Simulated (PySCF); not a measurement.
Electron correlation in F⁺ (fluorine, charge +1)

[He] 2s1 2p5, high-spin 3P determinant (an excited configuration). All numbers are calculated (PySCF 2.14, no relativity, point nucleus, in dyall-acv3z). Frozen: 1s2; 6 electrons correlated; the 19 highest virtual orbitals of each spin left out.

| level | correlation energy (mhartree) |
| --- | --- |
| CCSD | -209.78 |
| (T) | -5.55 |
| CCSD(T) | -215.33 |

Diagnostics: T1 = 0.0066, D1 = 0.0142, largest double amplitude 0.049.

Cost of the coupled-cluster step: roughly 9 core-seconds, for 6 correlated electrons.

Iterations:

```
CC2 = 0
CCSD nocc = (np.int64(4), np.int64(2)), nmo = (56, 56)
frozen orbitals [[0, 57, 58, 59, 60, 61, 62, 63, 64, 65, 66, 67, 68, 69, 70, 71, 72, 73, 74, 75], [0, 57, 58, 59, 60, 61, 62, 63, 64, 65, 66, 67, 68, 69, 70, 71, 72, 73, 74, 75]]
max_cycle = 100
direct = 0
conv_tol = 1e-08
conv_tol_normt = 1e-06
diis_space = 8
diis_start_cycle = 0
Init t2, MP2 energy = -0.185504481808236
Init E_corr(UCCSD) = -0.185504481808787
cycle = 1  E_corr(UCCSD) = -0.200380665586988  dE = -0.0148761838  norm(t1,t2) = 0.0426237
cycle = 2  E_corr(UCCSD) = -0.205164939348941  dE = -0.00478427376  norm(t1,t2) = 0.0224909
cycle = 3  E_corr(UCCSD) = -0.209822749304984  dE = -0.00465780996  norm(t1,t2) = 0.0132905
cycle = 4  E_corr(UCCSD) = -0.209712291471685  dE = 0.000110457833  norm(t1,t2) = 0.00330188
cycle = 5  E_corr(UCCSD) = -0.209739325478605  dE = -2.70340069e-05  norm(t1,t2) = 0.00140603
cycle = 6  E_corr(UCCSD) = -0.209791679906526  dE = -5.23544279e-05  norm(t1,t2) = 0.000624512
cycle = 7  E_corr(UCCSD) = -0.209778951597692  dE = 1.27283088e-05  norm(t1,t2) = 0.00012587
cycle = 8  E_corr(UCCSD) = -0.209781764040585  dE = -2.81244289e-06  norm(t1,t2) = 3.5487e-05
cycle = 9  E_corr(UCCSD) = -0.20978185728458  dE = -9.32439944e-08  norm(t1,t2) = 1.14524e-05
cycle = 10  E_corr(UCCSD) = -0.209781479816873  dE = 3.77467707e-07  norm(t1,t2) = 3.54715e-06
cycle = 11  E_corr(UCCSD) = -0.209781356790143  dE = 1.2302673e-07  norm(t1,t2) = 1.1959e-06
cycle = 12  E_corr(UCCSD) = -0.209781420169379  dE = -6.33792363e-08  norm(t1,t2) = 4.08864e-07
cycle = 13  E_corr(UCCSD) = -0.209781443030287  dE = -2.2860908e-08  norm(t1,t2) = 9.84872e-08
cycle = 14  E_corr(UCCSD) = -0.209781444594012  dE = -1.56372468e-09  norm(t1,t2) = 3.12001e-08
UCCSD converged
E(UCCSD) = -98.25305174516933  E_corr = -0.2097814445940117
UCCSD(T) correction = -0.00554834713102238
```
